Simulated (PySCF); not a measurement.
All values below come from B3LYP-D3(BJ)/def2-TZVP run with PySCF. All species are isolated molecules in the gas phase. B3LYP has the VWN-RPA correlation part, as in Gaussian. Delta-SCF ions had no search for a lower state. 

Reference species (SMILES): `[F][GaH][F]` (neutral, multiplicity 1).

```yaml
vertical ionisation energy (Delta-SCF): 12.98 eV
HOMO–LUMO gap: 8.44 eV
```

Changed species: `[GaH3]` (3 of 3 F replaced by H; the reference has 1 of 3 F replaced by H).

What does the change do to the vertical ionisation energy (Delta-SCF) and HOMO–LUMO gap?

the vertical ionisation energy (Delta-SCF) decreases by 1.77 eV, to 11.21 eV; the HOMO–LUMO gap falls by 2.15 eV, to 6.29 eV.
